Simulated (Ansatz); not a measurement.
Ansatz results at the PBE0-D4/def2-TZVP geometry: size of the dipole moment (B3LYP/def2-TZVPP) 2.34 D; LUMO energy (ωB97M-V/def2-TZVPP) 1.73 eV; LUMO energy (PBE0/def2-TZVPP) -0.08 eV.

Each molecule was computed in one conformer, which needn't be the lowest.

Task: Which molecule gave them?
A. `O=COC[SiH2]S`
B. `[SiH3][GeH]([Cl])[BH]Cl`
C. `C=CC(F)S`
D. `[GeH3][CH2]CBr`

Result: A. The others give `[SiH3][GeH]([Cl])[BH]Cl`: 2.32, -0.52, -2.50; `C=CC(F)S`: 1.67, 1.78, -0.34; `[GeH3][CH2]CBr`: 1.74, 1.70, -0.20.

B3LYP here is the variant with VWN-RPA as its local correlation; programs differ in this.
